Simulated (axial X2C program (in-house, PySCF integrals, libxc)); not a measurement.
# CoSi⁻: cheaper levels and CCSD(T), 2c

All values were computed with an in-house relativistic program for diatomic molecules. Two-component (2c) means X2C with spin–orbit coupling and atomic mean-field two-electron Coulomb and Gaunt terms. Basis: Co dyall-acv3z [10s11p7d4f2g], Si dyall-av3z [9s8p3d2f] (cores contracted in-house); Gaussian nuclei, density fitting, unrestricted open shells. Masses: Co 58.933 u, Si 27.977 u.

State: Ω = 3 (⟨Sz⟩ = 0.00, ⟨Lz⟩ = 3.00 at HF); fragments Co + Si-.

| level | Re (Å) | ωe (cm⁻¹) |
| --- | --- | --- |
| PBE0 | 2.215 | 323.5 |
| CCSD | 2.370 | 228.1 |
| BLYP | 2.102 | 399.8 |

Correlated methods: 14 electrons correlated (number of frozen shells: Co 3 s, 2 p; Si 2 s, 1 p), 284 virtual spin orbitals or spinors in MP2, 90 natural virtuals in coupled cluster.

CCSD(T), same Hamiltonian and basis:

Re = 2.315 Å, ωe = 240.0 cm⁻¹; T1 = 0.083 (Lee–Taylor normalisation).

(1) Give the differences from CCSD(T) in the columns below.

Occupations by symmetry block were frozen at the best pattern of an incomplete PBE0 search. De is not given where an atomic determinant may have missed its ground term or J level, or where the truncated virtual space spoils (T). Density functionals use the spin component along the axis (collinear). Coupled cluster ran in a truncated set of natural virtual spinors; the MP2 energy of the rest was added. (T) has no such correction and the atoms are truncated less, which lowers De at CCSD(T) by a hundredth of an eV or more. Other states lie close and PBE0, whose exact exchange favours high spin, may order them wrongly; the determinant shown need not be the ground state. The nearest other 2c determinant of the search, Ω = 3, lies 0.17 eV up at the distance of the search. The functionals have no current-density term, which raises determinants with orbital currents, atoms included. With several unpaired electrons one determinant need not be a pure state. At some level and bond length an empty orbital lies below a filled one. The highest occupied level of some functionals is positive through self-interaction error; at Hartree–Fock it is bound. The determinant is spin-polarised beyond a pure state at some levels (its spin-free form has ⟨S²⟩ too high), which makes Re and μ there less reliable. The T1 diagnostic is large, a sign of multireference character. The levels of this run spread widely (ωe from 228 to 400 cm⁻¹), so these constants depend on the method.

## Answers

(1) 

```tsv
level	ΔRe (Å)	Δωe (cm⁻¹)
PBE0	-0.100	83.5
CCSD	0.055	-11.9
BLYP	-0.213	159.8
```
